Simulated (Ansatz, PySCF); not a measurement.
The PySCF input:
```python
from pyscf import gto, scf, mp

mol = gto.Mole()
mol.atom = '''
    C    -1.361178   -0.269750    0.132379
    C     0.005792    0.107460   -0.009385
    O     0.412033    1.249895   -0.137014
    O     0.851813   -0.947059    0.009755
    H    -1.623840   -1.305168    0.239524
    H    -2.118218    0.491145    0.130413
    H     1.763606   -0.634929   -0.089827
'''
mol.basis = 'sto-3g'
mol.charge = 0
mol.spin = 1
mol.verbose = 4
mol.build()

mf = scf.UHF(mol)
mf.kernel()

pt = mp.MP2(mf, frozen=4)
pt.kernel()
print('E(MP2) = %.10f' % pt.e_tot)
```

Q: Give the equivalent Ansatz (an electronic-structure program) input.

A: Several could match; the one computed here: 
Ansatz 0.2 input:
```yaml
crystal:
  periodic: [false, false, false]
  atoms:
    - {symbol: C, position_ang: [-1.36117832, -0.26974965, 0.13237859]}
    - {symbol: C, position_ang: [0.00579222, 0.10746035, -0.00938527]}
    - {symbol: O, position_ang: [0.41203326, 1.24989483, -0.13701374]}
    - {symbol: O, position_ang: [0.85181276, -0.94705890, 0.00975486]}
    - {symbol: H, position_ang: [-1.62384014, -1.30516767, 0.23952430]}
    - {symbol: H, position_ang: [-2.11821760, 0.49114534, 0.13041341]}
    - {symbol: H, position_ang: [1.76360616, -0.63492926, -0.08982650]}
basis:
  gaussian:
    orbitals: STO-3G
magnetization: {spin_polarized: true, initial_magnetization: 1}
correlation: {method: mp2, electrons: outside_noble_gas}
accuracy: high
```

Both were run: PySCF gave -224.332379 Eh and Ansatz -224.332379 Eh, 0.000 mEh apart.
